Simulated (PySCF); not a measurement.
## Electron correlation in Te (tellurium, neutral)

[Kr] 4d10 5s2 5p4, high-spin 3P determinant. Calculation: PySCF 2.14, in x2c-TZVPPall (8s6p4d2f, 60 functions); scalar relativity by spin-free X2C-1e. Frozen: [Ar] 3d10; 24 electrons correlated.

MP2 pair energies summed by pair of shells (mhartree):

```csv
pair,energy,share (%)
4d-4d,-234.63,43.1
4d-5p,-65.83,12.1
4p-4d,-56.90,10.5
4d-5s,-46.37,8.5
5s-5p,-36.91,6.8
5p-5p,-36.79,6.8
4p-4p,-22.47,4.1
4s-4d,-13.61,2.5
4s-4p,-8.03,1.5
4p-5s,-6.93,1.3
5s-5s,-6.89,1.3
4p-5p,-5.46,1.0
4s-4s,-1.91,0.4
4s-5p,-0.61,0.1
4s-5s,-0.49,0.1
```

Total MP2 correlation energy: -543.84 mhartree.

Same-spin part -197.60 and opposite-spin part -346.24 mhartree; SCS-MP2 scales them by 1/3 and 6/5 to -481.35 mhartree.

This basis was not built for core-valence correlation, so the inner-shell part is incomplete.
